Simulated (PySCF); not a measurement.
## Ionisation energy of Pb⁷⁴⁺ by level of theory

Pb⁷⁴⁺ [He] 2s2 2p4 (3P) → Pb⁷⁵⁺ [He] 2s2 2p3 (4S), as a difference of total energies. All numbers are calculated (PySCF 2.14, the non-relativistic Hamiltonian (point nucleus), in an even-tempered Gaussian basis (17 s from 54 bohr⁻², ratio 2.2; 10 p from 70 bohr⁻², ratio 2.2; 5 d from 270 bohr⁻², ratio 2.4; 5 f from 410 bohr⁻², ratio 2.4; 4 g from 610 bohr⁻², ratio 2.4)). Correlated levels: nothing frozen; virtual orbitals above 40 to 60 times the deepest correlated orbital energy dropped. The calculations carry no spin-orbit coupling.

| method | ionisation energy (eV) |
| --- | --- |
| UHF | 20026.1 |
| LDA | 20016.7 |
| PBE | 20028.9 |
| PBE0 | 20028.7 |
| r2SCAN | 20031.5 |
| r2SCANh | 20031.1 |
| PW91 | 20031.0 |
| MP2 (all electrons) | 20027.7 |
| SCS-MP2 (all electrons) | 20027.8 |

Spin-orbit coupling is strong in these open shells (close to jj coupling). The scalar numbers leave it out and a first-order estimate fails, so it can dominate the gap to the real levels.

The gap to the reference is mostly relativistic.

For comparison: 20380 ± 90 eV (theoretical estimate listed by NIST; NIST Atomic Spectra Database, ionization energies).
